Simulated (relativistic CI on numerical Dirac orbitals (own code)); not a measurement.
# Pb⁸⁺: q coefficients and field-shift factors

Method of calculation: Dirac-Coulomb-Breit CI, separate exchange-only KLI orbitals for each configuration, derivatives by finite differences, unscaled Slater integrals, QED left out (own radial code, finite nucleus).

CI space (outside the closed core [Kr] 4d10 4f14 5p6): 5s²5d⁶, 5s²5d⁵6s, 5s²5d⁵5f, 5s5d⁷, 5d⁸, 5s²5d⁴6s², 5s²5d³5f6s². Double excitations out of closed p, d and f shells are left out; levels of such configurations are missing from the list, as are those of other unlisted configurations, and high levels can miss mixing partners.

With x = (α/α₀)² − 1 an excitation energy changes as ω = ω₀ + qx; K = 2q/ω₀ is the relative enhancement. Terms are leading LS components, so labels can repeat. The field-shift factor is F = δν/δ⟨r²⟩ for the transition from the lowest level.

Lowest level 5s²5d⁶ ⁵D4.

```tsv
Level	ω₀ (cm⁻¹)	q (cm⁻¹)	K	F (GHz/fm²)
5s²5d⁶ ⁵D2	9133.6	-35.74	-0.00783	0.0192
5s²5d⁶ ⁵D3	16000.2	20430	2.55	2.18
5s²5d⁶ ⁵D0	19488.6	12150	1.25	1.94
5s²5d⁶ ⁵D1	21062.4	21430	2.04	2.35
5s²5d⁶ ³H4	26412.7	10760	0.815	1.72
5s²5d⁶ ³G5	34745.0	15880	0.914	1.99
5s²5d⁶ ³H6	35249.6	16820	0.954	1.5
5s²5d⁶ ⁵D2	39792.6	23690	1.19	2.37
5s²5d⁶ ³F3	41286.1	18640	0.903	2.98
5s²5d⁶ ³F2	43193.6	28360	1.31	2.92
5s²5d⁶ ¹S0	52316.5	30050	1.15	6.13
5s²5d⁶ ³H4	52567.3	31410	1.2	3.43
5s²5d⁶ ³D1	53661.9	23120	0.862	4.83
5s²5d⁶ ³D2	55260.8	24420	0.884	4.43
5s²5d⁶ ³G4	55883.6	31430	1.12	4.17
5s²5d⁶ ³H5	59052.6	39490	1.34	4.37
5s²5d⁶ ³D3	60051.0	29730	0.99	5.47
5s²5d⁶ ³P0	60429.5	10830	0.358	2.4
5s²5d⁶ ³F3	63691.5	34500	1.08	4.6
5s²5d⁶ ¹I6	65502.3	38810	1.19	4
5s²5d⁶ ³F3	66154.2	25570	0.773	4.3
5s²5d⁶ ³P1	72502.2	46070	1.27	5.21
5s²5d⁶ ¹G4	76267.4	39760	1.04	6.18
```

At this charge configurations can still be misplaced by up to about 7 % of their energy. Terms inside the open d or f shell come out 10 to 20 % too wide with unscaled integrals. Levels and lines within the n = 5 or 6 shells can be off by up to 10 % or somewhat more, and those that change n by about 2 %, since core polarisation is missing.
